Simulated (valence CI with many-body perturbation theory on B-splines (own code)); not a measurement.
## E1 line list for Eu48+

Method: relativistic CI+MBPT: five valence electrons over a frozen Dirac-Fock core [Ne], a basis of 9 s, 9 p, 8 d, 6 f, 3 g, 1 h functions for each j, with the one-electron correlation potential Σ1, the two-electron term Σ2, the three-electron term Σ3, Breit, model QED; selected CI, second order for the rest (own B-spline code, finite nucleus).

No measured spectrum was set against this ion. As an estimate, large intervals hold to a few tenths of a per cent, small ones and those within an open d or f shell to about a per cent. Among the levels kept, up to 620 cm⁻¹ of a level comes from second order outside the variational space, and about a tenth of that is noise between levels of different J, which matters for small intervals.

Lines 1 to 50 of 205 in falling wavelength, among levels below 41.649 Ry, chosen from the strongest by gf and those to the six lowest levels. Wavelengths and rates use the calculated energies. Electric multipoles are in the length gauge, E1 and E2 with the static RPA response of the core. Weak lines are less certain than strong ones. Lines between different terms over intervals too small for the method are left out, as are lines whose strength nearly cancels. The highest levels of a list are the least certain.

Levels are named by their leading jj configuration (3d3/2^4 stands for four electrons in 3d with j = 3/2), which in mixed levels can hold well under half, so a name can repeat and another be missing. Letters in brackets count levels of one name in rising energy.

```csv
λ vac (Å),Upper,Lower,A (s⁻¹),log gf,Branch %
1237,(3s^2 3p1/2^2 3d3/2) J=3/2,(3s^2 3p1/2 3p3/2^2) J=1/2,5.75e+01,-7.28,0.0
553.5,(3s^2 3p1/2^2 3d3/2) J=3/2,(3s^2 3p1/2 3p3/2^2) J=5/2,1.38e+06,-3.60,0.0
384.1,(3s^2 3p1/2^2 3d3/2) J=3/2,(3s^2 3p1/2 3p3/2^2) J=3/2,4.89e+04,-5.36,0.0
179.3,(3s^2 3p1/2^2 3d5/2) J=5/2,(3s^2 3p1/2 3p3/2^2) J=5/2,3.11e+07,-3.05,0.0
156.9,(3s^2 3p1/2^2 3d5/2) J=5/2,(3s^2 3p1/2 3p3/2^2) J=3/2,4.26e+07,-3.03,0.0
134.9,(3s 3p1/2^2 3p3/2 3d3/2) J=5/2 [a],(3s^2 3p1/2 3p3/2 3d3/2) J=3/2 [b],1.17e+09,-1.72,4.9
132.6,(3s 3p1/2^2 3p3/2 3d3/2) J=3/2 [a],(3s^2 3p1/2 3p3/2 3d3/2) J=1/2 [b],4.08e+08,-2.37,1.0
125.5,(3s^2 3p3/2^3) J=3/2,(3s^2 3p1/2^2 3d5/2) J=5/2,1.05e+06,-5.01,1.3
116.8,(3s 3p1/2^2 3p3/2 3d3/2) J=7/2,(3s^2 3p1/2 3p3/2 3d3/2) J=5/2 [b],4.11e+09,-1.17,19.7
108.7,(3s 3p1/2^2 3p3/2 3d3/2) J=3/2 [b],(3s^2 3p1/2 3p3/2 3d3/2) J=1/2 [b],1.43e+09,-1.99,0.7
108.5,(3s 3p1/2^2 3p3/2 3d3/2) J=3/2 [b],(3s^2 3p1/2 3p3/2 3d3/2) J=3/2 [b],3.08e+09,-1.66,1.4
106.0,(3s 3p1/2^2 3p3/2 3d5/2) J=3/2 [a],(3s^2 3p1/2 3p3/2 3d5/2) J=3/2 [b],5.55e+08,-2.43,0.4
102.3,(3s 3p1/2^2 3p3/2 3d3/2) J=3/2 [b],(3s^2 3p1/2 3p3/2 3d3/2) J=5/2 [b],1.06e+09,-2.18,0.5
101.2,(3s 3p1/2^2 3p3/2 3d5/2) J=9/2,(3s^2 3p1/2 3p3/2 3d5/2) J=9/2,6.15e+09,-1.03,28.1
101.1,(3s 3p1/2^2 3p3/2 3d3/2) J=5/2 [a],(3s^2 3p1/2 3p3/2 3d3/2) J=7/2,1.58e+09,-1.84,6.5
100.9,(3s 3p1/2^2 3p3/2 3d5/2) J=7/2 [a],(3s^2 3p1/2 3p3/2 3d5/2) J=5/2 [b],5.82e+09,-1.15,3.5
100.1,(3s 3p1/2^2 3p3/2 3d5/2) J=7/2 [a],(3s^2 3p1/2 3p3/2 3d5/2) J=7/2 [b],3.96e+09,-1.32,2.4
98.18,(3s 3p1/2^2 3p3/2 3d3/2) J=5/2 [b],(3s^2 3p1/2 3p3/2 3d3/2) J=3/2 [b],1.03e+09,-2.05,0.3
98.00,(3s 3p1/2^2 3p3/2^2) J=5/2,(3s^2 3p1/2 3p3/2^2) J=5/2,5.75e+09,-1.30,4.3
95.92,(3s 3p1/2^2 3p3/2 3d3/2) J=1/2 [b],(3s^2 3p1/2 3p3/2 3d3/2) J=1/2 [b],7.40e+09,-1.69,1.6
95.73,(3s 3p1/2^2 3p3/2 3d3/2) J=1/2 [b],(3s^2 3p1/2 3p3/2 3d3/2) J=3/2 [b],2.57e+09,-2.15,0.6
95.39,(3s 3p1/2^2 3p3/2 3d3/2) J=7/2,(3s^2 3p1/2 3p3/2 3d3/2) J=7/2,7.76e+09,-1.07,37.3
95.03,(3s 3p1/2^2 3p3/2 3d3/2) J=5/2 [a],(3s^2 3p1/2 3p3/2 3d3/2) J=3/2 [a],1.97e+09,-1.80,8.2
93.88,(3s 3p1/2^2 3p3/2 3d3/2) J=3/2 [a],(3s^2 3p1/2 3p3/2 3d3/2) J=1/2 [a],1.81e+09,-2.02,4.4
93.71,(3s 3p1/2^2 3p3/2 3d3/2) J=3/2 [a],(3s^2 3p1/2 3p3/2 3d3/2) J=3/2 [a],5.93e+09,-1.51,14.3
93.55,(3s 3p1/2^2 3p3/2 3d3/2) J=5/2 [a],(3s^2 3p1/2 3p3/2 3d3/2) J=5/2 [a],8.23e+09,-1.19,34.2
93.11,(3s 3p1/2^2 3p3/2 3d3/2) J=5/2 [b],(3s^2 3p1/2 3p3/2 3d3/2) J=5/2 [b],4.37e+09,-1.47,1.1
93.10,(3s 3p1/2^2 3p3/2 3d5/2) J=9/2,(3s^2 3p1/2 3p3/2 3d5/2) J=7/2 [a],1.57e+10,-0.69,71.6
92.96,(3s 3p1/2^2 3p3/2 3d3/2) J=1/2 [a],(3s^2 3p1/2 3p3/2 3d3/2) J=1/2 [a],9.97e+09,-1.59,45.0
92.79,(3s 3p1/2^2 3p3/2 3d3/2) J=1/2 [a],(3s^2 3p1/2 3p3/2 3d3/2) J=3/2 [a],5.24e+09,-1.87,23.6
92.53,(3s 3p1/2^2 3p3/2 3d5/2) J=1/2,(3s^2 3p1/2 3p3/2 3d5/2) J=1/2,1.79e+09,-2.34,1.0
92.27,(3s 3p1/2^2 3p3/2 3d3/2) J=3/2 [a],(3s^2 3p1/2 3p3/2 3d3/2) J=5/2 [a],6.72e+09,-1.46,16.2
91.85,(3s 3p1/2^2 3p3/2 3d5/2) J=5/2 [a],(3s^2 3p1/2 3p3/2 3d5/2) J=5/2 [a],9.77e+09,-1.13,6.0
90.90,(3s 3p1/2^2 3p3/2^2) J=5/2,(3s^2 3p1/2 3p3/2^2) J=3/2,9.38e+09,-1.16,7.1
90.73,(3s 3p1/2^2 3p3/2 3d5/2) J=7/2 [b],(3s^2 3p1/2 3p3/2 3d5/2) J=5/2 [b],5.32e+09,-1.28,1.3
90.70,(3s 3p1/2^2 3p3/2 3d5/2) J=1/2,(3s^2 3p1/2 3p3/2 3d5/2) J=3/2 [b],1.67e+10,-1.39,9.0
90.10,(3s 3p1/2^2 3p3/2 3d5/2) J=7/2 [b],(3s^2 3p1/2 3p3/2 3d5/2) J=7/2 [b],3.00e+09,-1.53,0.7
89.83,(3s 3p1/2 3p3/2^3) J=5/2,(3s^2 3p3/2^3) J=3/2,9.99e+09,-1.14,2.5
89.53,(3s 3p1/2^2 3p3/2^2) J=3/2,(3s^2 3p1/2 3p3/2^2) J=1/2,2.56e+06,-4.91,0.0
89.42,(3s 3p1/2^2 3p3/2^2) J=1/2,(3s^2 3p1/2 3p3/2^2) J=1/2,2.00e+10,-1.32,9.2
89.21,(3s 3p1/2^2 3p3/2 3d5/2) J=5/2 [a],(3s^2 3p1/2 3p3/2 3d5/2) J=3/2 [a],1.39e+10,-1.00,8.5
88.62,(3s 3p1/2^2 3p3/2 3d3/2) J=7/2,(3s^2 3p1/2 3p3/2 3d3/2) J=5/2 [a],2.04e+09,-1.72,9.8
88.40,(3s 3p1/2^2 3p3/2 3d5/2) J=3/2 [b],(3s^2 3p1/2 3p3/2 3d5/2) J=1/2,1.23e+10,-1.24,2.8
86.72,(3s 3p1/2^2 3p3/2 3d5/2) J=3/2 [b],(3s^2 3p1/2 3p3/2 3d5/2) J=3/2 [b],1.52e+10,-1.16,3.5
86.69,(3s 3p1/2^2 3p3/2 3d5/2) J=3/2 [a],(3s^2 3p1/2 3p3/2 3d5/2) J=5/2 [a],1.58e+10,-1.15,12.7
86.37,(3s 3p1/2^2 3p3/2 3d5/2) J=7/2 [a],(3s^2 3p1/2 3p3/2 3d5/2) J=9/2,4.42e+09,-1.40,2.7
85.17,(3s^2 3p3/2^3) J=3/2,(3s^2 3p1/2^2 3d3/2) J=3/2,7.37e+06,-4.49,9.2
84.33,(3s 3p1/2^2 3p3/2 3d5/2) J=3/2 [a],(3s^2 3p1/2 3p3/2 3d5/2) J=3/2 [a],5.47e+09,-1.63,4.4
84.13,(3s 3p1/2^2 3p3/2 3d5/2) J=5/2 [b],(3s^2 3p1/2 3p3/2 3d5/2) J=5/2 [b],8.02e+09,-1.29,1.8
83.59,(3s 3p1/2^2 3p3/2 3d5/2) J=5/2 [b],(3s^2 3p1/2 3p3/2 3d5/2) J=7/2 [b],2.17e+10,-0.87,4.9
```

(1) How does gf follow from A for the line at 95.03 Å?

Results:

(1) gf = 1.4992 × (2J+1)_upper × A / σ², with σ = 1052281 cm⁻¹ and 2J+1 = 6: gf = 0.0160.
